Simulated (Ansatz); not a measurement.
Reaction (cleavage of the Si–Si bond): `F[Si@@H](Cl)[Si@@H](F)Cl` + `O[SiH3]` → `F[SiH](Cl)O[SiH3]` + `F[SiH2]Cl`

Computed with Ansatz on PBE0-D4/def2-TZVP structures; ΔE is electronic, products minus reactants. CBS: MP2 limit from def2 TZ/QZ plus the TZ coupled-cluster correction, frozen cores. This one scheme is used for every species. Functionals use def2-TZVPP. Each species was taken in one conformer, which may not be the lowest.

```csv
level,ΔE (kJ/mol)
revPBE,-125.3
BHLYP,-168.9
```

(1) What does CCSD(T)/CBS give? (Estimate.)

Largest T1 diagnostic among the species: 0.011.

Results:

(1) Ansatz gave: -158.0 kJ/mol. The listed levels differ from it by 32.7, -10.9 kJ/mol.

Leaving LDA and LC-ωPBE aside and taking each functional with its dispersion term where it has one, the values, not all of them listed here, spread over 40.1 kJ/mol, from BHLYP-D4 to revPBE-D4. LDA lies −7.0 kJ/mol from PBE without D4. From BLYP to BHLYP (50 % exact exchange), in def2-TZVPP and without D4, ΔE moves by −24.1 kJ/mol. In def2-TZVPP, CCSD(T) changes the Hartree–Fock value by +24.2 kJ/mol (the triples alone add +3.8 kJ/mol) and MP2 by +18.6 kJ/mol.
